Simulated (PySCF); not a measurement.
Species: FeCl₃ (sextet state).
Bonds: Fe1–Cl2, Fe1–Cl3, Fe1–Cl4.

Computed by this run: PySCF, PBE0-D3(BJ)/def2-SVP geometry optimisation, gas phase; unrestricted, density fitting, grid level 1; the optimiser is geomeTRIC in internal coordinates, started from a GFN2-xTB structure with every atom displaced at random (about 0.03 Å).

Step 0: E = -71923.7067 eV
```
atom  x, y, z in Å  |  force x, y, z in eV/Å
Fe1     0.0569   -0.0758    0.4913   -1.369   2.716   0.334
Cl2     1.9764   -0.0399   -0.1482    2.355   0.071  -0.371
Cl3    -1.0345    1.7305   -0.1954    0.359  -0.484   0.565
Cl4    -0.9155   -1.7052   -0.1782   -1.346  -2.304  -0.528
```

Step 1: E = -71924.0619 eV
```
atom  x, y, z in Å  |  force x, y, z in eV/Å
Fe1     0.0451   -0.0581    0.3824   -0.905   1.694  -0.248
Cl2     2.0560   -0.0232   -0.1102    1.301   0.029  -0.098
Cl3    -1.0497    1.7699   -0.1606    0.315  -0.488   0.427
Cl4    -0.9681   -1.7790   -0.1421   -0.712  -1.235  -0.082
```

Step 2: E = -71924.2923 eV
```
atom  x, y, z in Å  |  force x, y, z in eV/Å
Fe1     0.0372   -0.0432    0.1622   -0.510   0.921  -0.175
Cl2     2.1333   -0.0105   -0.0345    0.573   0.006   0.055
Cl3    -1.0699    1.8102   -0.0897    0.239  -0.408   0.118
Cl4    -1.0173   -1.8469   -0.0685   -0.302  -0.519   0.002
```

Step 3: E = -71924.3391 eV
```
atom  x, y, z in Å  |  force x, y, z in eV/Å
Fe1     0.0357   -0.0374   -0.0137   -0.298   0.560   0.004
Cl2     2.1668   -0.0057    0.0257    0.118  -0.006   0.002
Cl3    -1.0804    1.8271   -0.0328    0.247  -0.351  -0.007
Cl4    -1.0388   -1.8744   -0.0096   -0.068  -0.202   0.001
```

Q: Estimate the geometry and energy of step 4. (The exact step hangs on the optimiser's Hessian estimate; all steps are aligned on step 3, rigid shifts and turns removed.)

A: E = -71924.3251 eV, largest force 0.641 eV/Å
```
atom  x, y, z in Å  |  force x, y, z in eV/Å
Fe1     0.0319   -0.0324   -0.0120   -0.173   0.322   0.008
Cl2     2.1925   -0.0040    0.0254   -0.355  -0.011  -0.005
Cl3    -1.0888    1.8445   -0.0336    0.353  -0.535  -0.004
Cl4    -1.0523   -1.8985   -0.0103    0.175   0.224   0.001
```

The energy changes by +0.0140 eV. The first-order estimate −F·Δx gives -0.0046 eV and the mean of the old and new forces, exact on a quadratic surface, +0.0111 eV. The step makes an angle of 82° with the force vector and moves no atom by more than 0.028 Å. The energy falls at the start of this step and ends higher, so the step passed the lowest point of its straight line.

What follows is the cost of the whole optimisation. On one thread, Arm Neoverse V1 (aarch64), shared host with 32 logical CPUs at a one-minute load of 11, this took 79 s and 0.37 GiB of memory at its peak.
